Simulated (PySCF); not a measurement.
# Computed records: BClH2O, FHOSi

Computed with PySCF 2.14.0. Calculation on a computer-drawn molecule: vertical ionisation energy to the stated ion spin, frozen-core CCSD(T) at the basis limit and cheaper methods, single-reference cases, UHF for radicals, no spin-orbit; all values are single points at the evaluated structure, the first of each entry, which is the reference or a displaced copy of it and isn't optimised; the reference structure only sets the zero of the energies above reference; triples share is (T) over the correlation energy.

Common to all runs: charge 0; multiplicity 1; ion multiplicity 2; diffuse functions no; basis cc-pV(n+d)Z; reference is the Hartree-Fock double-zeta minimum; best is HF at quadruple zeta + MP2 correlation extrapolated from triple and quadruple zeta + CCSD(T) minus MP2 at triple zeta; basis step is the size of the change from the same recipe one zeta lower.

```yaml
- entry: 1
  formula: BClH2O
  evaluated_structure:
    atoms_angstrom:
      - [O, -0.7717, -1.1045, -2.0617]
      - [B, -0.9922, -1.9663, -0.9573]
      - [Cl, -1.745, -3.5237, -1.3026]
      - [H, -0.3243, -0.2998, -1.8223]
      - [H, -0.7196, -1.7299, 0.1085]
  reference_structure:
    atoms_angstrom:
      - [O, -0.7592, -1.0998, -2.0777]
      - [B, -0.9709, -1.9309, -1.0533]
      - [Cl, -1.772, -3.4727, -1.3849]
      - [H, -0.3276, -0.295, -1.8312]
      - [H, -0.6474, -1.6851, 0.0692]
  given:
    drawn_bonds_atom: [1, 2, 1, 2]
    drawn_bonds_other_atom: [2, 3, 4, 5]
    drawn_bonds_order: [1, 1, 1, 1]
  results:
    "ionisation_energy_best [eV]": 11.98
    "ionisation_energy_basis_step [eV]": 0.0986
    "energy_above_reference_best [kcal/mol]": 3.446
    "energy_above_reference_basis_step [kcal/mol]": 0.4865
    triple_zeta_method: [HF, PBE, r2SCAN, B3LYP, wB97X, MP2, CCSD, "CCSD(T)"]
    "triple_zeta_ionisation_energy [eV]": [10.8, 11.29, 11.48, 11.63, 11.8, 11.94, 11.73, 11.76]
    "triple_zeta_energy_above_reference [kcal/mol]": [4.654, 3.026, 3.491, 3.361, 3.646, 3.151, 3.473, 3.21]
    "ionisation_energy_Koopmans_at_triple_zeta [eV]": 12.39
    "ionisation_energy_EOM_CCSD_at_triple_zeta [eV]": 11.85
    "total_energy_HF_triple_zeta [hartree]": -560.3593
    "total_energy_CCSD(T)_triple_zeta [hartree]": -560.9386
    "total_energy_best [hartree]": -561.0275
    T1_diagnostic_at_triple_zeta: 0.01324
    D1_diagnostic_at_triple_zeta: 0.04806
    ion_T1_diagnostic_at_triple_zeta: 0.02839
    ion_D1_diagnostic_at_triple_zeta: 0.1379
    ion_spin_squared_at_triple_zeta: 0.7617
    triples_share_at_triple_zeta: 0.0378
    basis_functions_triple_zeta: 127
    "dipole_magnitude_HF_at_triple_zeta [debye]": 2.637
    "dipole_magnitude_CCSD_unrelaxed_at_triple_zeta [debye]": 2.385
    "dipole_magnitude_PBE_at_triple_zeta [debye]": 2.262
    "dipole_magnitude_r2SCAN_at_triple_zeta [debye]": 2.358
    "dipole_magnitude_B3LYP_at_triple_zeta [debye]": 2.363
    "dipole_magnitude_wB97X_at_triple_zeta [debye]": 2.462
- entry: 2
  formula: FHOSi
  evaluated_structure:
    atoms_angstrom:
      - [O, -1.7801, 0.6448, -1.2724]
      - [Si, -1.3501, 1.8972, -2.3483]
      - [F, 0.339, 1.6378, -2.296]
      - [H, -2.7704, 0.7413, -1.1187]
  reference_structure:
    atoms_angstrom:
      - [O, -1.8064, 0.7329, -1.3031]
      - [Si, -1.2864, 1.9693, -2.2465]
      - [F, 0.2841, 1.5782, -2.3043]
      - [H, -2.7273, 0.6917, -1.0861]
  given:
    drawn_bonds_atom: [1, 2, 1]
    drawn_bonds_other_atom: [2, 3, 4]
    drawn_bonds_order: [1, 1, 1]
  results:
    "ionisation_energy_best [eV]": 10.72
    "ionisation_energy_basis_step [eV]": 0.1041
    "energy_above_reference_best [kcal/mol]": 6.111
    "energy_above_reference_basis_step [kcal/mol]": 1.088
    triple_zeta_method: [HF, PBE, r2SCAN, B3LYP, wB97X, MP2, CCSD, "CCSD(T)"]
    "triple_zeta_ionisation_energy [eV]": [9.761, 10.22, 10.24, 10.5, 10.55, 10.37, 10.55, 10.51]
    "triple_zeta_energy_above_reference [kcal/mol]": [10.71, 2.985, 5.477, 5.271, 6.225, 5.366, 6.59, 5.732]
    "ionisation_energy_Koopmans_at_triple_zeta [eV]": 10.71
    "ionisation_energy_EOM_CCSD_at_triple_zeta [eV]": 10.6
    "total_energy_HF_triple_zeta [hartree]": -463.9694
    "total_energy_CCSD(T)_triple_zeta [hartree]": -464.6014
    "total_energy_best [hartree]": -464.7097
    T1_diagnostic_at_triple_zeta: 0.01648
    D1_diagnostic_at_triple_zeta: 0.04921
    ion_T1_diagnostic_at_triple_zeta: 0.02405
    ion_D1_diagnostic_at_triple_zeta: 0.07435
    ion_spin_squared_at_triple_zeta: 0.7726
    triples_share_at_triple_zeta: 0.035
    basis_functions_triple_zeta: 113
    "dipole_magnitude_HF_at_triple_zeta [debye]": 3.129
    "dipole_magnitude_CCSD_unrelaxed_at_triple_zeta [debye]": 2.858
    "dipole_magnitude_PBE_at_triple_zeta [debye]": 2.652
    "dipole_magnitude_r2SCAN_at_triple_zeta [debye]": 2.713
    "dipole_magnitude_B3LYP_at_triple_zeta [debye]": 2.864
    "dipole_magnitude_wB97X_at_triple_zeta [debye]": 2.854
- entry: 3
  formula: FHOSi
  evaluated_structure:
    atoms_angstrom:
      - [O, -1.8026, 0.7373, -1.3117]
      - [Si, -1.2795, 1.9673, -2.2453]
      - [F, 0.2836, 1.5811, -2.3125]
      - [H, -3.1465, 0.6733, -0.9985]
  reference_structure:
    atoms_angstrom:
      - [O, -1.8064, 0.7329, -1.3031]
      - [Si, -1.2864, 1.9693, -2.2465]
      - [F, 0.2841, 1.5782, -2.3043]
      - [H, -2.7273, 0.6917, -1.0861]
  given:
    drawn_bonds_atom: [1, 2, 1]
    drawn_bonds_other_atom: [2, 3, 4]
    drawn_bonds_order: [1, 1, 1]
  results:
    "ionisation_energy_best [eV]": 10.04
    "ionisation_energy_basis_step [eV]": 0.07565
    "energy_above_reference_best [kcal/mol]": 46.85
    "energy_above_reference_basis_step [kcal/mol]": 0.4601
    triple_zeta_method: [HF, PBE, r2SCAN, B3LYP, wB97X, MP2, CCSD, "CCSD(T)"]
    "triple_zeta_ionisation_energy [eV]": [8.959, 9.585, 9.564, 9.83, 9.842, 9.634, 9.852, 9.836]
    "triple_zeta_energy_above_reference [kcal/mol]": [58.51, 42.49, 46.15, 46.24, 48.92, 47.59, 48.83, 47.15]
    "ionisation_energy_Koopmans_at_triple_zeta [eV]": 9.988
    "ionisation_energy_EOM_CCSD_at_triple_zeta [eV]": 9.886
    "total_energy_HF_triple_zeta [hartree]": -463.8932
    "total_energy_CCSD(T)_triple_zeta [hartree]": -464.5354
    "total_energy_best [hartree]": -464.6448
    T1_diagnostic_at_triple_zeta: 0.01681
    D1_diagnostic_at_triple_zeta: 0.0461
    ion_T1_diagnostic_at_triple_zeta: 0.02402
    ion_D1_diagnostic_at_triple_zeta: 0.07151
    ion_spin_squared_at_triple_zeta: 0.7736
    triples_share_at_triple_zeta: 0.03648
    basis_functions_triple_zeta: 113
    "dipole_magnitude_HF_at_triple_zeta [debye]": 3.186
    "dipole_magnitude_CCSD_unrelaxed_at_triple_zeta [debye]": 2.85
    "dipole_magnitude_PBE_at_triple_zeta [debye]": 2.702
    "dipole_magnitude_r2SCAN_at_triple_zeta [debye]": 2.801
    "dipole_magnitude_B3LYP_at_triple_zeta [debye]": 2.874
    "dipole_magnitude_wB97X_at_triple_zeta [debye]": 2.946
```
